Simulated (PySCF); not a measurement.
# Spin states and ions at one geometry of [Bi(NH2)3]2+

PySCF 2.14.0, RKS r2SCAN, Bi def2-SVP with ECP60, N def2-SVP, H def2-SVP; non-relativistic Hamiltonian with scalar-relativistic core potentials where named; density fitting; no spin-orbit coupling; singlets restricted, open shells unrestricted. The geometry is relaxed for charge +2, singlet, vacuum:

```xyz
10

Bi    0.0000    0.0000    0.0000
N     2.3556    0.0000    0.0000
H     2.9692    0.0000    0.8340
H     2.9692    0.0000   -0.8340
N    -1.1778    2.0400    0.0000
H    -1.4846    2.5713    0.8340
H    -1.4846    2.5713   -0.8340
N    -1.1778   -2.0401    0.0000
H    -1.4846   -2.5714    0.8340
H    -1.4846   -2.5714   -0.8340
```

Energies count from the relaxed state; an electron taken off or put on is at rest in vacuum. Charges and spins are Mulliken's.

Order these states by energy, lowest first.
A. charge +1, doublet, vacuum
B. charge +3, doublet, vacuum
C. charge +2, triplet, vacuum
D. charge +2, singlet, vacuum

A (-13.93 eV), C (-1.92 eV), D (0.00 eV), B (16.17 eV).

How do charge and spin on the first atom follow?


```tsv
state	spin squared	charge on Bi1 (e)	spin on Bi1 (e)	dipole about the centre of mass (D)
charge +2, singlet, vacuum	0.00	1.57	0.00	0.00
charge +2, triplet, vacuum	3.03	1.11	-1.09	0.00
charge +3, doublet, vacuum	1.77	1.82	-0.02	0.03
charge +1, doublet, vacuum	1.81	0.89	-1.18	0.83
```

With an electron taken off (doublet) the charges change, summed by element, by Bi +0.25 e, N +0.46 e, H +0.29 e. The vertical ionisation energy is 16.17 eV, against −ε(HOMO) = 16.38 eV of the relaxed state.

With an electron put on (doublet) the charges change, summed by element, by Bi -0.68 e, N +0.02 e, H -0.34 e. The vertical electron affinity is 13.93 eV, against −ε(LUMO) = 16.11 eV of the relaxed state.

Open shells may have lower solutions than those found. Hard to converge, so the more doubtful: charge +1, doublet, vacuum. Spin squared well over S(S+1) tells of spin contamination.

The relaxed state isn't the lowest spin state tried at its geometry. No frequency check is given that shows the relaxed geometry to be a minimum. The gap of the closed shell is small, and it wasn't tested for a lower spin-broken solution at this geometry.
